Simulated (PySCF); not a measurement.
Cost of response and excited-state runs on `CC[Si@H](N)C#[C][GeH3]`, C4H11GeNSi

Geometry:
| atom | x (Å) | y (Å) | z (Å) |
| --- | --- | --- | --- |
| C1 | -1.979 | 1.249 | -0.922 |
| C2 | -2.069 | 0.110 | 0.085 |
| Si3 | -0.682 | -1.170 | -0.145 |
| N4 | -0.847 | -2.319 | 1.130 |
| C5 | 0.968 | -0.360 | 0.121 |
| C6 | 2.032 | 0.198 | 0.276 |
| Ge7 | 3.687 | 1.071 | 0.546 |
| H8 | -2.080 | 0.874 | -1.938 |
| H9 | -2.763 | 1.986 | -0.752 |
| H10 | -1.017 | 1.751 | -0.841 |
| H11 | -3.045 | -0.370 | -0.007 |
| H12 | -2.020 | 0.522 | 1.094 |
| H13 | -0.690 | -1.712 | -1.519 |
| H14 | -0.128 | -3.012 | 1.259 |
| H15 | -1.751 | -2.719 | 1.320 |
| H16 | 3.539 | 2.525 | 0.244 |
| H17 | 4.721 | 0.479 | -0.354 |
| H18 | 4.114 | 0.903 | 1.965 |

PySCF with density fitting, on 1 thread of an Arm Neoverse V2, shared host. Command: `OMP_NUM_THREADS=1 python excited_run.py task.json out`

Task: How long does each of these runs take, and how much memory?
- excited states, wB97X-D/def2-SVP; Tamm-Dancoff; spin-orbit couplings; 6 states; 5 triplets; quadratic response for 4 states
- excited states, B3LYP/def2-SVPD; two-photon moments; 6 states; quadratic response for 5 states; 0 triplets

Result: 
```
           run             level  basis functions  wall time  peak memory (GiB)
excited states  wB97X-D/def2-SVP              175       37 s               0.85
excited states   B3LYP/def2-SVPD              250       56 s                  1
```
Times from a shared host are rough.
